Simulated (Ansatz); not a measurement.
```yaml
crystal:
  periodic: [false, false, false]
  atoms:
    - {symbol: O, position_ang: [-1.806337, 0.566414, -0.809762]}
    - {symbol: Sb, position_ang: [0.105558, 0.580520, -1.339041]}
    - {symbol: Si, position_ang: [0.807251, -0.748645, 0.758316]}
    - {symbol: H, position_ang: [-2.356795, 0.529478, -1.595762]}
    - {symbol: H, position_ang: [0.475723, 2.052368, -0.535955]}
    - {symbol: H, position_ang: [0.101378, -0.242487, 1.962490]}
    - {symbol: H, position_ang: [2.277991, -0.607850, 0.942347]}
    - {symbol: H, position_ang: [0.487531, -2.186897, 0.561567]}
basis:
  gaussian: {orbitals: x2c-TZVPPall, final_grid: {core_spheres: 1, valence_spheres: 1, degree: 1}}
hamiltonian: {xc: {name: PBE}}
```

```sh
$ ansatz run in.yaml --threads 2 --pin off --events-out ev --progress --plain --max-ram 4352MiB
```

Shortened log:

```
Functional definition: PBE
1231 factors; their error is unknown
mean field evaluation 1: about -186353.7873 eV, gradient 6.7e1 eV
mean field evaluation 2: about -186239.4905 eV, gradient 1.9e2 eV
mean field evaluation 4: about -186360.8927 eV, gradient 2.1e1 eV
mean field evaluation 8: about -186361.9319 eV, gradient 1.9e-1 eV
mean field evaluation 32: about -186880.8906 eV, gradient 4.8e-3 eV
a density is far from that of the atoms, so the factors are made again for it
1955 factors; integrals over basis functions are off by at most 1.5e-4 eV
mean field -186880.58643433 eV, -6867.7348792505 hartree, gradient 2.6e-5 eV, S^2 0.000000; 0 other end points of the search recorded, 0 dependent functions left out
reference -186880.58659965 eV, -6867.7348853259 hartree; 39, 39 occupied and 164, 164 virtual orbitals, 1955 factors
Total energy: -186880.58659965 eV, -6867.7348853259 hartree
Relativity: scalar
```

**Question.** What is wrong with this run?

**Answer.** The integration grid is far too coarse. Self-consistency was reached. The result belongs to that input, not to the molecule as meant.
